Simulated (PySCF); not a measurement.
**Working out the ionisation energy of P²⁺**

P²⁺ [Ne] 3s2 3p1 (2P) → P³⁺ [Ne] 3s2 (1S). All numbers are calculated (PySCF 2.14, the spin-free X2C one-electron Hamiltonian (Gaussian nucleus), in x2c-QZVPPall with one added diffuse shell each of s, p, d, f type (10s7p5d3f1g, 86 functions)). Frozen: 1s2. Energies in hartree (1 hartree = 27.21139 eV):

```tsv
part	P²⁺ (lower)	P³⁺ (upper)
UHF	-340.469442	-339.382394
MP2 opposite-spin	-0.176670	-0.167328
MP2 same-spin	-0.060302	-0.056912
```

Question: What does Hartree-Fock give?

Answer: (-339.382394) − (-340.469442) = 1.087048 hartree = 29.580 eV.

Question: What do MP2 and SCS-MP2 (6/5 opposite-spin, 1/3 same-spin) give?

Answer: The opposite-spin parts differ by 0.254 eV and the same-spin parts by 0.092 eV. MP2: 29.580 + (0.254) + (0.092) = 29.926 eV. SCS-MP2: 29.580 + 1.2 × (0.254) + (0.092)/3 = 29.915 eV.

A first-order spin-orbit estimate adds 0.041 eV to MP2 (valence and next inner shell), giving 29.967 eV against 30.203 eV (measured; NIST Atomic Spectra Database, ionization energies).

What remains against the reference includes basis incompleteness, the frozen core and correlation beyond second order.
